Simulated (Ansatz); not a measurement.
Frontier orbitals of Cl2FNbS (`[F][Nb](=[S])([Cl])[Cl]`).

```xyz
5

F    -0.1899    1.8448    0.5364
Nb   -0.0097    0.0825    0.0240
S     2.0573   -0.3304   -0.1952
Cl   -0.8412   -1.3093    1.6053
Cl   -1.0164   -0.2875   -1.9705
```

Total charge 0; spin multiplicity 1. Correlated methods include outer-core shells of Nb, which these sets cover unevenly. Nb takes the def2 core potential. The structure was optimised at the PBE0-D4/def2-TZVP level. Basis def2-TZVPP, Ansatz 0.2.0.

| functional | HOMO (eV) | LUMO (eV) | gap (eV) |
| --- | --- | --- | --- |
| LDA (SPW92) | -7.46 | -4.13 | 3.33 |
| PBE | -7.29 | -3.92 | 3.37 |
| B97M-V | -7.62 | -3.85 | 3.77 |
| PBE0 | -8.49 | -3.23 | 5.26 |
| r2SCANh | -8.04 | -3.63 | 4.41 |
| LC-ωPBE | -11.06 | -1.14 | 9.92 |
| ωB97X-V | -10.71 | -1.17 | 9.54 |
| ωB97M-V | -10.54 | -1.16 | 9.38 |

Against PBE, PBE0 changes HOMO and LUMO by −1.20 and +0.69 eV, ωB97M-V by −3.25 and +2.76 eV. A gap of 3.37 eV thus becomes 9.39 eV for the same molecule, so an orbital gap means little without its functional.

LC-ωPBE has ω = 0.4 bohr⁻¹.
